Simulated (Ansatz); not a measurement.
Steps of a relaxation of `FC1NC[SiH2]S1` with RKS PBE0-D4/def2-TZVP.

```sh
$ ansatz run in.yaml --threads 2 --pin off --events-out ev --progress --plain --max-ram 22528MiB --backend cuda --devices 0, --max-vram 18GiB
```

```yaml
crystal:
  periodic: [false, false, false]
  atoms:
    - {symbol: F, position_ang: [-1.230266, 1.875353, 0.312565]}
    - {symbol: C, position_ang: [-0.526544, 0.919841, 1.070372]}
    - {symbol: N, position_ang: [-0.827126, -0.408498, 0.697467]}
    - {symbol: C, position_ang: [-0.371171, -0.792604, -0.638012]}
    - {symbol: Si, position_ang: [1.456379, -0.220341, -0.694643]}
    - {symbol: S, position_ang: [1.292349, 1.252867, 0.880844]}
    - {symbol: H, position_ang: [-0.790553, 1.102539, 2.133775]}
    - {symbol: H, position_ang: [-1.811902, -0.636118, 0.880007]}
    - {symbol: H, position_ang: [-0.450941, -1.891263, -0.766127]}
    - {symbol: H, position_ang: [-0.934709, -0.306370, -1.470275]}
    - {symbol: H, position_ang: [2.434848, -1.307566, -0.343395]}
    - {symbol: H, position_ang: [1.836535, 0.356960, -2.028580]}
basis:
  gaussian: {orbitals: def2-TZVP}
hamiltonian: {xc: pbe0, dispersion: d4}
relax: {f_tol: 0.005, max_steps: 150}
```

Positions (Å) and forces (eV/Å) along the path, 9 of 9 steps:

```xyz
12
step=1 energy=-25081.7461 eV
F    -1.230    1.875    0.313    0.186   -0.315    0.250
C    -0.527    0.920    1.070    0.264   -0.021    0.251
N    -0.827   -0.408    0.697   -0.445    0.163   -0.079
C    -0.371   -0.793   -0.638    0.014   -0.049   -0.288
Si    1.456   -0.220   -0.695   -0.175   -0.011    0.107
S     1.292    1.253    0.881   -0.533   -0.344   -0.274
H    -0.791    1.103    2.134    0.103   -0.071   -0.654
H    -1.812   -0.636    0.880    0.579    0.181   -0.139
H    -0.451   -1.891   -0.766    0.030    0.544    0.116
H    -0.935   -0.306   -1.470    0.255   -0.240    0.467
H     2.435   -1.308   -0.343   -0.205    0.265   -0.062
H     1.837    0.357   -2.029   -0.073   -0.102    0.305
12
step=2 energy=-25081.7969 eV
F    -1.219    1.859    0.315    0.030   -0.078    0.060
C    -0.513    0.908    1.064    0.215    0.047    0.105
N    -0.826   -0.411    0.692   -0.117    0.073   -0.013
C    -0.371   -0.792   -0.638    0.056   -0.023   -0.109
Si    1.442   -0.221   -0.690   -0.083   -0.008    0.025
S     1.288    1.243    0.865   -0.337   -0.127   -0.036
H    -0.777    1.092    2.112    0.034   -0.021   -0.181
H    -1.805   -0.620    0.864    0.168    0.057   -0.034
H    -0.452   -1.879   -0.757    0.020    0.152    0.019
H    -0.936   -0.312   -1.455    0.089   -0.073    0.136
H     2.421   -1.286   -0.333   -0.058    0.047   -0.033
H     1.825    0.364   -2.004   -0.017   -0.046    0.061
12
step=3 energy=-25081.8036 eV
F    -1.225    1.857    0.325   -0.040    0.035   -0.006
C    -0.513    0.908    1.067    0.128   -0.025   -0.053
N    -0.824   -0.406    0.690   -0.026   -0.032    0.004
C    -0.364   -0.788   -0.637    0.026    0.008    0.009
Si    1.440   -0.221   -0.689   -0.047   -0.028   -0.007
S     1.271    1.239    0.861    0.003    0.039    0.026
H    -0.774    1.089    2.110   -0.012    0.003    0.031
H    -1.801   -0.612    0.856   -0.025   -0.006   -0.004
H    -0.441   -1.871   -0.754   -0.006   -0.023    0.001
H    -0.925   -0.313   -1.451   -0.023    0.011   -0.018
H     2.410   -1.288   -0.341    0.017    0.000    0.023
H     1.822    0.351   -2.003    0.006    0.020   -0.006
12
step=4 energy=-25081.8042 eV
F    -1.225    1.858    0.328   -0.025    0.025   -0.020
C    -0.508    0.907    1.065    0.039    0.002    0.035
N    -0.825   -0.407    0.688   -0.001   -0.017    0.003
C    -0.366   -0.791   -0.639    0.013    0.009    0.003
Si    1.436   -0.221   -0.689    0.011   -0.011   -0.013
S     1.273    1.242    0.859   -0.016    0.000   -0.005
H    -0.767    1.086    2.109   -0.010   -0.002    0.013
H    -1.802   -0.610    0.854   -0.010    0.005    0.000
H    -0.444   -1.874   -0.755    0.001   -0.009   -0.002
H    -0.928   -0.316   -1.453   -0.008    0.003   -0.010
H     2.411   -1.284   -0.332    0.002   -0.002    0.001
H     1.822    0.355   -2.001    0.004   -0.001   -0.004
12
step=5 energy=-25081.8043 eV
F    -1.227    1.859    0.331   -0.013    0.013   -0.008
C    -0.508    0.907    1.066    0.016   -0.005    0.022
N    -0.825   -0.407    0.688    0.005   -0.010    0.000
C    -0.366   -0.791   -0.639    0.000    0.001   -0.002
Si    1.437   -0.222   -0.690    0.003   -0.001    0.000
S     1.272    1.243    0.857   -0.006    0.004   -0.004
H    -0.767    1.084    2.111   -0.003   -0.001   -0.001
H    -1.803   -0.608    0.853   -0.001    0.005   -0.003
H    -0.443   -1.874   -0.754    0.000   -0.001   -0.001
H    -0.928   -0.317   -1.454    0.000   -0.001   -0.001
H     2.412   -1.284   -0.331   -0.002    0.000   -0.001
H     1.824    0.353   -2.002    0.001   -0.004    0.000
12
step=6 energy=-25081.8044 eV
F    -1.235    1.858    0.338   -0.002   -0.001   -0.002
C    -0.508    0.906    1.067    0.005    0.007    0.001
N    -0.824   -0.408    0.688   -0.005    0.008    0.004
C    -0.365   -0.789   -0.640    0.002   -0.003   -0.011
Si    1.438   -0.223   -0.690   -0.004   -0.001   -0.001
S     1.269    1.249    0.850    0.001    0.001   -0.002
H    -0.762    1.082    2.114   -0.002   -0.008    0.000
H    -1.804   -0.605    0.849    0.003   -0.005    0.003
H    -0.443   -1.872   -0.758   -0.004    0.002    0.003
H    -0.928   -0.314   -1.454    0.004    0.000    0.003
H     2.410   -1.284   -0.325    0.000   -0.001    0.000
H     1.827    0.346   -2.005    0.002    0.000    0.002
12
step=7 energy=-25081.8045 eV
F    -1.239    1.858    0.341    0.004   -0.003    0.003
C    -0.508    0.907    1.067   -0.001    0.010    0.004
N    -0.823   -0.407    0.687   -0.001   -0.008    0.003
C    -0.365   -0.789   -0.641    0.002    0.003   -0.011
Si    1.438   -0.223   -0.691   -0.003    0.000    0.001
S     1.268    1.253    0.846    0.000    0.000   -0.003
H    -0.761    1.080    2.114   -0.002    0.001   -0.002
H    -1.801   -0.608    0.851   -0.001   -0.001    0.002
H    -0.445   -1.871   -0.759    0.000    0.002    0.000
H    -0.928   -0.312   -1.455    0.001   -0.002    0.002
H     2.408   -1.285   -0.321    0.001    0.000    0.002
H     1.832    0.343   -2.004   -0.001   -0.001    0.000
12
step=8 energy=-25081.8045 eV
F    -1.242    1.858    0.344    0.002   -0.001    0.002
C    -0.508    0.907    1.067   -0.001    0.005   -0.003
N    -0.821   -0.407    0.686    0.000   -0.008    0.001
C    -0.366   -0.787   -0.643    0.003    0.004   -0.002
Si    1.438   -0.224   -0.691   -0.002    0.000    0.003
S     1.266    1.256    0.841    0.000    0.001   -0.001
H    -0.759    1.078    2.115    0.000    0.001    0.000
H    -1.799   -0.611    0.853   -0.001   -0.001    0.001
H    -0.446   -1.870   -0.762    0.000   -0.001   -0.001
H    -0.928   -0.309   -1.455   -0.001    0.000    0.000
H     2.407   -1.286   -0.317    0.000   -0.001    0.000
H     1.835    0.339   -2.005    0.000    0.000   -0.001
12
step=9 energy=-25081.8045 eV
F    -1.245    1.857    0.345    0.001   -0.001    0.000
C    -0.508    0.907    1.067   -0.004    0.000   -0.002
N    -0.820   -0.408    0.686    0.001    0.000    0.001
C    -0.366   -0.786   -0.644    0.001    0.001    0.002
Si    1.438   -0.224   -0.691   -0.002    0.001   -0.002
S     1.265    1.260    0.838    0.001   -0.002    0.001
H    -0.758    1.077    2.116    0.001    0.000    0.000
H    -1.797   -0.613    0.854    0.001    0.000    0.000
H    -0.447   -1.868   -0.764    0.000    0.000   -0.001
H    -0.928   -0.306   -1.455    0.000    0.000    0.000
H     2.405   -1.287   -0.313    0.000    0.001    0.002
H     1.837    0.336   -2.005    0.001    0.000    0.000
```

Run time 29 s (2 threads of an AMD EPYC 7R13 on a shared host and a share of an NVIDIA H100 80 GB); peak host memory 0.92 GiB.
